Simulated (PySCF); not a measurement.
Bonds: Ge1-F2 1.711 Å, Ge1-F3 1.711 Å, Ge1-Cl4 2.106 Å, Ge1-Cl5 2.106 Å.

Geometry: PBE0-D3(BJ)/def2-SVP; GIAO absolute shieldings from PySCF 2.14, gas phase, non-relativistic, averaged over equivalent atoms.

At PBE/pcSseg-1 (pcSseg-2 on Ge) (145 basis functions, 11 s wall time on 1 thread of an x86-64 server CPU, shared host):
```csv
atoms,σ (ppm)
Ge1,1267.6
F2/F3,245.2
Cl4/Cl5,776.9
```

Task: Predict the values at PBE0/pcSseg-1 (pcSseg-2 on Ge) on the same geometry.

Result: 
| atoms | σ at PBE0/pcSseg-1 (pcSseg-2 on Ge) | change |
| --- | --- | --- |
| Ge1 | 1336.7 | +69.1 |
| F2/F3 | 280.7 | +35.5 |
| Cl4/Cl5 | 829.9 | +53.0 |

The largest change is at Ge1 (germanium bonded to 2 Cl, 2 F). Cost: 145 basis functions, 10 s wall time on 1 thread of an x86-64 server CPU, shared host.

Relativistic effects, spin–orbit coupling among them, are left out; they matter for Ge and for the light atoms bonded to it.
